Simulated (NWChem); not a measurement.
Molecule: CdSi$_{2}$H$_{6}$; SMILES [SiH3][Cd][SiH3]

All runs: NWChem. Coordinates come from a PBE0/def2-SVP (def2 core potentials past Kr) optimisation.

**Question.** What does the run give for Hartree-Fock/STO-3G (all-electron, non-relativistic)? Quantities: highest occupied level (eV); orbital gap (eV).

**Answer.** 
* **highest occupied level (eV)**: -6.12
* **orbital gap (eV)**: 13.85
